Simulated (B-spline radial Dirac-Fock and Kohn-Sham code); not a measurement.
Model: Dirac-Fock (average of configuration) total-energy differences with a finite nucleus, the Breit interaction including its frequency dependence, and self-energy and vacuum-polarisation corrections. Program: a radial atomic solver. Free neutral atoms.

**Question.** Order these X-ray lines by photon energy, lowest first.
A. Nd Kβ3
B. Dy Kα2
C. Tm Kβ2'
D. Pt Kβ3
E. Tb Kβ2'
F. Tl Kβ2''

**Answer.** A (42162.7 eV), B (45204.7 eV), E (51702.4 eV), C (59047.4 eV), D (75358.8 eV), F (84797.3 eV).

Values without a named source are computed, but for edge energies of neutral atoms, which are taken from tables.
